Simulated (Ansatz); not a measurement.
Two isomers of C2H7SSb: A = `C[S][SbH][CH3]`, B = `[CH3][Sb]([CH3])[SH]`.

Isolated molecules relaxed with PBE0-D4/def2-TZVP in Ansatz; ΔE leaves out vibrations. CCSD(T)/CBS is the MP2 limit (def2-TZVPP, def2-QZVPP) plus CCSD(T) − MP2 in def2-TZVPP, frozen cores. Functionals use def2-TZVPP. B3LYP here is the variant with VWN-RPA as its local correlation; programs differ in this. def2 core potentials past Kr. For Sb outer-core shells are correlated without core-valence functions, which leaves a few kJ/mol of doubt a bond. One conformer a species, not always the lowest.

Question: Which isomer does CCSD(T)/CBS put lower? Give the gap. (Estimate.)

Answer: The calculation gave: B, by 11.8 kcal/mol.

Question: Give E(B) − E(A) in kcal/mol with r2SCAN-D4, HF/def2-TZVPP, B2PLYP, B3LYP, B3LYP-D4, CCSD(T)/def2-TZVPP, ωB97M-V. (Estimate.)

Answer: Ansatz gave: r2SCAN-D4 -10.5, HF/def2-TZVPP -9.6, B2PLYP -10.6, B3LYP -9.8, B3LYP-D4 -10.1, CCSD(T)/def2-TZVPP -11.2, ωB97M-V -10.6. None reverses the order clearly.

Largest T1 diagnostic: 0.012.

In def2-TZVPP, CCSD(T) changes the Hartree–Fock value by −1.6 kcal/mol (the triples alone add −0.1 kcal/mol) and MP2 by −2.5 kcal/mol.
